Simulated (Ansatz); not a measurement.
`S=[CH][SbH2]` + NH₃ → `[NH2][SbH2]` + `C=S` at 298.15 K and 1 bar (ligand exchange at the Sb–C bond).

Gas-phase electronic energies from Ansatz, PBE0-D4/def2-TZVP geometries. CBS: MP2 limit from def2 TZ/QZ plus the TZ coupled-cluster correction, frozen cores. This one scheme is used for every species. def2 core potentials past Kr. For Sb outer-core shells are correlated without core-valence functions, which leaves a few kJ/mol of doubt a bond.

| species | CCSD(T)/CBS energy (Eh) | H − E (kJ/mol) | S (J/(mol·K)) |
| --- | --- | --- | --- |
| `S=[CH][SbH2]` | -677.58851 | 92.3 | 315.9 |
| NH₃ | -56.50880 | 100.5 | 192.4 |
| `[NH2][SbH2]` | -297.10356 | 115.6 | 278.3 |
| `C=S` | -436.98974 | 75.3 | 230.7 |

H − E and S are ideal-gas, rigid-rotor, harmonic terms from PBE0-D4/def2-TZVP, for one conformer and one mirror image of each species. 1 Eh = 2625.50 kJ/mol, R = 8.31446 J/(mol·K).

Problem. By hand: ΔE, ΔH, ΔS and ΔG.

Solution. ΔE = (-297.10356) + (-436.98974) − (-677.58851) − (-56.50880) = 0.00401 Eh = 10.5 kJ/mol. Δ(H − E) = 115.6 + 75.3 − 92.3 − 100.5 = -1.9, so ΔH = 8.6 kJ/mol. ΔS = 278.3 + 230.7 − 315.9 − 192.4 = 0.7 J/(mol·K). ΔG = 8.6 − 298.15 × (0.7)/1000 = 8.4 kJ/mol.

Problem. By hand: the equilibrium constant, and the temperature at which ΔG would vanish if ΔH and ΔS stayed fixed.

Solution. log₁₀ K = −ΔG/(RT ln 10) = -1.5. ΔG = 0 at ΔH/ΔS = 12286 K, far beyond where these terms or the molecules hold.

The number of gas molecules stays the same, so ΔS is small and ΔH decides. A doubt of 5 kJ/mol in ΔE shifts log₁₀ K by 0.9 here. Other conformers and mirror images would add mixing entropy, several J/(mol·K) or more a flexible species. These are equilibria of isolated gas molecules and say nothing of rates. Largest T1 diagnostic: 0.017 (customary marks: 0.02 for closed shells, 0.045 for open ones).
